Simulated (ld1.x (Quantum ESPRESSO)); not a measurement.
**Configuration tests for V (Z = 23) (ultrasoft)**

```json
{
 "Element": "V (Z = 23)",
 "Generator": "ld1.x (Quantum ESPRESSO) 7.5",
 "Type": "ultrasoft",
 "Functional": "PBE",
 "Relativity": "scalar-relativistic",
 "Frozen core": "[Ar]",
 "Valence charge": "5",
 "Reference configuration": "3d3 4s2 4p0",
 "Partial waves": "4s (bound): rcut 2.35, rcutus 2.75 bohr; 4s channel at 1.25 Ry: rcut 2.35, rcutus 2.75 bohr; 4p (bound, empty): rcut 3.25, rcutus 3.75 bohr; 4p channel at 0.85 Ry: rcut 3.25, rcutus 3.75 bohr; 3d (bound): rcut 1.40, rcutus 2.52 bohr; 3d channel at 4.1 Ry: rcut 1.40, rcutus 2.52 bohr",
 "Local potential": "all-electron potential smoothed inside 2.80 bohr (lloc = -1)",
 "Core correction": "a·sin(br)/r model core inside 1.25 bohr",
 "Augmentation charge": "PSQ, inside the norm-conserving radii"
}
```

Energies are relative to the spin-unpolarised reference configuration 3d3 4s2 4p0; without spin polarisation the order of configurations can differ from experiment.

(1) Give the all-electron excitation energy and the error of the potential for: 3d3 4s1 4p0; 3d3 4s0 4p0; 3d2 4s0 4p0; 3d3 4s0 4p2; 3d2 4s2 4p0; 3d2 4s2 4p1; 3d1 4s0 4p0.

Answers

(1)

```json
{"valence configuration": "3d3 4s1 4p0", "charge": "+1", "ΔE all-electron (eV)": "7.735", "error AE − PS (meV)": "-5.5"}
{"valence configuration": "3d3 4s0 4p0", "charge": "+2", "ΔE all-electron (eV)": "22.031", "error AE − PS (meV)": "-33"}
{"valence configuration": "3d2 4s0 4p0", "charge": "+3", "ΔE all-electron (eV)": "50.928", "error AE − PS (meV)": "-442"}
{"valence configuration": "3d3 4s0 4p2", "charge": "0", "ΔE all-electron (eV)": "6.855", "error AE − PS (meV)": "+3.8"}
{"valence configuration": "3d2 4s2 4p0", "charge": "+1", "ΔE all-electron (eV)": "10.974", "error AE − PS (meV)": "-310"}
{"valence configuration": "3d2 4s2 4p1", "charge": "0", "ΔE all-electron (eV)": "5.778", "error AE − PS (meV)": "-349"}
{"valence configuration": "3d1 4s0 4p0", "charge": "+4", "ΔE all-electron (eV)": "96.802", "error AE − PS (meV)": "-2403"}
```
